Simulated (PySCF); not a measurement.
# Name the molecule from its bond curve

A diatomic of charge 0 contains Bi. Its singlet curve at PBE0 in a triple-zeta basis (scalar-relativistic core potentials, PySCF), in eV from the separated fragments:

(R (Å), E (eV)): (1.946, -1.209), (2.037, -2.222), (2.127, -2.780), (2.195, -2.978), (2.263, -3.032), (2.331, -2.977), (2.421, -2.776), (2.535, -2.387), (2.670, -1.805), (2.851, -0.949)

The fit gives ωe = 493 cm⁻¹ and the rotational constant Bₑ = 0.1224 cm⁻¹.

**Question.** Which atom is the partner?

**Answer.** The minimum lies at 2.260 Å, so the reduced mass is 16.8576 u Å² cm⁻¹/(Bₑ·Re²) = 26.96 u. With Bi at 208.98 u the partner weighs about 31.0 u: P. The molecule is BiP.

Spin–orbit coupling is left out, which matters for elements this heavy, above all for dissociation energies.
